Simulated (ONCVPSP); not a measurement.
Before and after: ONCV potential for B

boron, optimised norm-conserving Vanderbilt (ONCV), made with ONCVPSP 4.0.1 (PBEsol, non-relativistic). Core [He], reference 2s2 2p1. Waves: 2s: rc 1.40 bohr, ncon 3, nbas 7, qcut 5.2 1/bohr, 2 projectors, debl 0.8 Ha; 2p: rc 2.90 bohr, ncon 3, nbas 7, qcut 4.6 1/bohr, 2 projectors, debl 1.4 Ha; d scattering state at 0.39 Ha: rc 2.25 bohr, ncon 4, nbas 8, qcut 4.1 1/bohr, 2 projectors, debl 0.6 Ha. Local part: polynomial inside 0.95 bohr (lpopt 5, dvloc0 1 Ha). Core correction: Teter function, fcfact 5.75, rcfact 1.5.

All-electron outer shells of the reference configuration (PBEsol, non-relativistic, ld1.x):

```json
{"shell": "1s", "level (eV)": "-179.50", "outermost node (bohr)": "–", "outermost maximum (bohr)": "0.21"}
{"shell": "2s", "level (eV)": "-9.36", "outermost node (bohr)": "0.46", "outermost maximum (bohr)": "1.52"}
{"shell": "2p", "level (eV)": "-3.56", "outermost node (bohr)": "–", "outermost maximum (bohr)": "1.59"}
```

Change: core correction Teter function, fcfact 5.75, rcfact 1.74.

Cutoffs: the cutoffs (Ha) at which the residual kinetic energy of the hardest occupied pseudo-wave falls to 1 and 0.1 mHa per electron; they do not see the model core or the augmentation charge, which bear on the density cutoff. Errors are all-electron minus pseudo energies relative to the spin-unpolarised reference configuration.

Problem. Predict the effect on cutoff, ghosts and configuration errors.

Solution. The potential gets neither clearly harder nor softer (10 Ha and 15 Ha → 10 Ha and 15 Ha); the errors of the 4 common tests hardly move; neither file shows a bound ghost. A model core, the more so a compact one, raises the density cutoff, which this test does not measure.

| quantity | base | changed |
| --- | --- | --- |
| cutoff, loose | 10 Ha | 10 Ha |
| cutoff, tight | 15 Ha | 15 Ha |
| bound ghosts | none | none |
| GHOST(+) flags under 300 eV | none | none |
| error for 2s2 2p0, meV [ΔE 8.14 eV] | +79 | +78 |
| error for 2s1 2p0, meV [ΔE 33.40 eV] | +246 | +214 |
| error for 2s2 2p0.5, meV [ΔE 2.86 eV] | +12 | +12 |
| error for 2s0 2p3, meV [ΔE 11.64 eV] | -69 | -70 |
| s: phases at 1.42 bohr within 0.05 rad from the reference energy up to (Ha; the scan ends near 5) | 4.9 | 4.9 |
| p: phases at 2.94 bohr within 0.05 rad from the reference energy up to (Ha; the scan ends near 5) | 2.7 | 2.7 |
| d: phases at 2.29 bohr within 0.05 rad from the reference energy up to (Ha; the scan ends near 5) | 3.3 | 3.3 |
| rms error of d²Exc/dni dnj with the model core, mHa | 0.93 | 1.93 |
